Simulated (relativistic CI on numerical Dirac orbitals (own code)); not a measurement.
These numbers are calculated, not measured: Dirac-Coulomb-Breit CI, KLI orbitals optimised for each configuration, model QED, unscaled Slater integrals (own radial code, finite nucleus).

CI space (outside the closed core [Ar] 3d10): 4s²4p³, 4s4p⁴, 4p⁵, 4s²4p²4d, 4s4p³4d, 4s²4p²4f, 4s4p³4f, 4p⁴4d, 4s4p²4d², 4s²4p4d4f, 4s²4p²5s, 4p⁴4f, 4s²4p²5p, 4p⁴5s, 4s4p²4d5s, 4s4p³5s, 4s²4p²5d, 4p³4d4f, 4s²4p4f5s, 4s4p³5p, 4s4p²4f², 4s²4p²5f, 4s²4p²5g, 4s²4p²6s, 4s4p³5d, 4s²4p²6p, 4s4p²5s², 4s²4p4d², 4s²4d³, 4s4p4d³, 4s²4d²4f, 4s4p4d²4f, 4s²4d²5s, 4p³4d², 4p²4d³, 4p²4d²4f, 4p²4d²5s, 4s²4p4f², 4s²4d4f², 4s4p4d4f², 4s²4f³, 4s4p4f³, 4s²4f²5s, 4p³4f², 4p²4d4f², 4p²4f³, 4p²4f²5s, 4s²4p4d5s, 4s4p4d²5s, 4s²4d4f5s, 4s4p4d4f5s, 4s²4d5s², 4s4p²4d4f, 4p³4d5s, 4p²4d4f5s, 4p²4d5s², 4s²4p5s², 4s4p4d5s², 4s²4f5s², 4s4p4f5s², 4s4p²4f5s, 4s4p4f²5s. Double excitations out of closed p, d and f shells are left out; levels of such configurations are missing from the list, as are those of other unlisted configurations, and high levels can miss mixing partners. These lack a partner that the ground configuration has and come out too high: 4s²4p²5p, 4s²4p²5d, 4s4p³5p, 4s²4p²5f, 4s²4p²5g.

At this charge energies of transitions that change n are usually good to better than 1 %, and those within a shell (Δn = 0) to a few per cent.

Outline of the computed level scheme of Sn XVIII. Lowest level of each configuration: 4s²4p³ ⁴S°3/2 at 0.000 eV; 4s4p⁴ ⁴P5/2 at 49.182 eV; 4s²4p²4d ⁴F3/2 at 72.552 eV; 4p⁵ ²P°3/2 at 111.566 eV; 4s4p³4d ⁶D°1/2 at 115.608 eV.

Some strong electric-dipole decays among the lowest 45 levels: 4s²4p²4d ²F7/2 → 4s²4p³ ²D°5/2 (3.8e+11 s⁻¹); 4s²4p²4d ²D5/2 → 4s²4p³ ²P°3/2 (3.1e+11 s⁻¹); 4s²4p²4d ⁴P1/2 → 4s²4p³ ⁴S°3/2 (2.4e+11 s⁻¹); 4s²4p²4d ⁴P5/2 → 4s²4p³ ⁴S°3/2 (2.2e+11 s⁻¹); 4s²4p²4d ²D3/2 → 4s²4p³ ²D°3/2 (2.1e+11 s⁻¹); 4s²4p²4d ⁴P3/2 → 4s²4p³ ⁴S°3/2 (1.9e+11 s⁻¹); 4s²4p²4d ²S1/2 → 4s²4p³ ²P°3/2 (1.9e+11 s⁻¹); 4s²4p²4d ²D5/2 → 4s²4p³ ²D°3/2 (1.9e+11 s⁻¹).

LS names give the leading component of a level, which can be under half, so a name can repeat, a term be missing and a line seem to break the LS rules.
